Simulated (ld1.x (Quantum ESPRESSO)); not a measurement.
## Cutoff test, potassium (K), TM

* Element: potassium (K)
* Generator: ld1.x (Quantum ESPRESSO) 7.5
* Type: norm-conserving Troullier–Martins (Kleinman–Bylander form)
* Functional: PW91
* Relativity: scalar-relativistic
* Frozen core: [Ar]
* Valence charge: 1
* Reference configuration: 4s1 4p0
* Partial waves: 4p (bound, empty): rc 3.05 bohr; 3d channel at 0.1 Ry: rc 3.90 bohr; 4s (bound): rc 4.20 bohr
* Local potential: the s channel
* Core correction: none

The pseudo-atom Hamiltonian at the reference potential is diagonalised in spherical Bessel functions j_l(qr) that vanish at 20 bohr, with q² up to the cutoff. All-electron valence levels (Ry): 4p -0.0611, 4s -0.1712.

Q: How do the lowest levels (Ry) of each channel move with the cutoff, and are there ghosts?

A:

```json
{"cutoff (Ry)": "8", "p #1": "-0.6877", "p #2": "-0.0373", "p #3": "0.0706", "d #1": "0.0128", "s #1": "-0.1711", "f #1": "0.0825", "f #2": "0.2067", "Σ f·Δε (mRy)": "0.0"}
{"cutoff (Ry)": "10", "p #1": "-1.8754", "p #2": "-0.0555", "p #3": "0.0543", "d #1": "0.0107", "s #1": "-0.1711", "f #1": "0.0825", "f #2": "0.2067", "Σ f·Δε (mRy)": "0.0"}
{"cutoff (Ry)": "400", "p #1": "-3.2620", "p #2": "-0.0608", "p #3": "0.0503", "d #1": "0.0095", "s #1": "-0.1711", "f #1": "0.0825", "f #2": "0.2067", "Σ f·Δε (mRy)": "0.0"}
```

Result: ghost state, extra bound levels that the all-electron valence spectrum of the same l lacks: p at -44.4 eV (a true bound ghost makes a file unfit for plane-wave use); 10 mRy is reached at 6 Ry and 1 mRy at 6 Ry.

The cutoffs count occupied waves only; the empty 4p level needs 10 Ry at the loose tolerance.
